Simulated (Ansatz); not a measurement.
Cost and result for the atomization energy of C$_{2}$H$_{5}$B$_{2}$F, SMILES `CC1BB1F` (10 atoms, 10 bonds).

Cartesian coordinates in Å:
```
C -1.380 0.211 -0.103
C 0.119 0.097 -0.006
B 0.935 -1.109 0.275
B 1.832 0.090 0.051
F 2.658 1.085 -0.129
H -1.768 0.912 0.642
H -1.843 -0.761 0.059
H -1.682 0.584 -1.086
H 0.526 1.115 -0.183
H 0.603 -2.224 0.480
```

Charge 0, multiplicity 1. All single points use the PBE0-D4/def2-TZVP geometry. Program: Ansatz. All runs use 2 threads of an Arm Neoverse V1 on a shared host. Times are those of one run each, without the atoms' runs, and a repeat can differ threefold. Electronic energies, without spin–orbit coupling; frozen cores. CCSD(T)/CBS adds CCSD(T) − MP2 in def2-TZVPP to the MP2 limit, and its time is that of the two runs behind it. T1 = 0.012. B3LYP takes the VWN-RPA correlation (the form of Gaussian; ORCA's B3LYP/G). HSE06 is the plane-wave form, built on full-range PBE exchange.

CCSD(T)/CBS is a level of theory with its own doubt, some kJ/mol a heavy atom from the limit and from the frozen cores, so smaller differences don't rank the functionals.

```csv
level,functions,wall time,atomization (kcal/mol),difference from CCSD(T)/CBS,per bond
revPBE-D4/def2-TZVPP,225,2.7 s,958.7,8.7,0.9
BLYP-D4/def2-TZVPP,225,3.1 s,956.0,6.0,0.6
HSE06-D4/def2-TZVPP,225,3.7 s,968.4,18.4,1.8
BHLYP-D4/def2-TZVPP,225,3.7 s,929.4,-20.6,-2.1
CAM-B3LYP-D4/def2-TZVPP,225,4.2 s,961.2,11.2,1.1
B3LYP-D4/def2-TZVPP (with forces),225,6 s,957.1,7.1,0.7
CCSD(T)/def2-SVP,95,6.5 s,915.5,-34.5,-3.4
PBE-QIDH/def2-TZVPP,225,8 s,958.4,8.4,0.8
ωB97X-V/def2-TZVPP,225,11 s,955.1,5.1,0.5
ωB97M-V/def2-TZVPP (with forces),225,16 s,960.7,10.7,1.1
MP2/def2-QZVPP,435,32 s,966.8,16.8,1.7
CCSD(T)/def2-TZVPP,225,2.7 min,929.1,-20.9,-2.1
CCSD(T)/CBS(def2),–,3.2 min,950.0,0.0,0.0
```

Leaving LDA and LC-ωPBE aside and taking each functional with its dispersion term where it has one, the values, not all of them listed here, spread over 56.0 kcal/mol, from BHLYP-D4 to PBE-D4. LDA lies +120.0 kcal/mol from PBE without D4, its usual overbinding. From BLYP to BHLYP (50 % exact exchange), in def2-TZVPP and without D4, the atomization energy moves by −22.6 kcal/mol: exact exchange takes away binding that semilocal exchange gives to molecules. In def2-TZVPP, CCSD(T) changes the Hartree–Fock value by +209.2 kcal/mol (the triples alone add +15.4 kcal/mol) and MP2 by +234.6 kcal/mol; breaking electron pairs costs correlation energy, which Hartree–Fock lacks.
